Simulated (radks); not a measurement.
Valence configurations of Ru+ (all share [Kr]). All-electron calculation, scalar-relativistic Kohn-Sham, PBEsol, spin-polarised, spherical densities, point nucleus; open shells are filled with parallel spins first (spin-orbit coupling, left out, can overturn this in heavy ions). Program: a radial shooting solver on a logarithmic mesh with Libxc functionals. Energies are relative to 4d7; eigenvalues in eV for spin up.

valence	E (eV)	moment (Bohr magnetons)	e(4d)	e(5p)	e(5s)
4d7	0.000	3	-13.342	-	-
4d5 5s2	4.210	5	-19.901	-	-13.715
4d5 5s1 5p1	7.391	7	-21.030	-9.187	-14.832
4d4 5s2 5p1	17.219	5	-24.230	-9.881	-15.871
4d6 5p1	5.771	5	-17.709	-8.206	-
4d6.5 5s0.5	0.283	4	-14.906	-	-11.762
4d6 5s1	0.653	5	-16.515	-	-12.575
4d5 5s0.5 5p1.5	10.222	7	-21.592	-9.501	-15.180
4d6 5s0.5 5p0.5	3.205	5	-17.119	-7.852	-12.973
4d5 5p2	13.070	7	-22.141	-9.800	-

NIST lists [Kr] 4d7 as the ground configuration; this level of theory agrees among the configurations tried. The energies are those of spherical high-spin densities, not of single terms.
